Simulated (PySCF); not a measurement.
## Working out the ionisation energy of Br⁺

Br⁺ [Ar] 3d10 4s2 4p4 (3P) → Br²⁺ [Ar] 3d10 4s2 4p3 (4S). Calculation: PySCF 2.14, in aug-cc-pV5Z-PP with ECP10MDF (8s7p6d4f3g2h, 136 functions); a scalar-relativistic core potential. Frozen: 3s2 3p6 3d10. Energies in hartree (1 hartree = 27.21139 eV):

| part | Br⁺ (lower) | Br²⁺ (upper) |
| --- | --- | --- |
| UHF | -415.099912 | -414.356442 |
| MP2 opposite-spin | -0.095564 | -0.066476 |
| MP2 same-spin | -0.025215 | -0.022258 |

**Question.** What does Hartree-Fock give?

**Answer.** (-414.356442) − (-415.099912) = 0.743470 hartree = 20.231 eV.

**Question.** What do MP2 and SCS-MP2 (6/5 opposite-spin, 1/3 same-spin) give?

**Answer.** The opposite-spin parts differ by 0.792 eV and the same-spin parts by 0.080 eV. MP2: 20.231 + (0.792) + (0.080) = 21.103 eV. SCS-MP2: 20.231 + 1.2 × (0.792) + (0.080)/3 = 21.208 eV.

Measured between the centres of the two terms (NIST): 21.409 eV, so MP2 (valence) is off by -0.306 eV.

What remains against the reference includes basis incompleteness, the frozen core and correlation beyond second order.
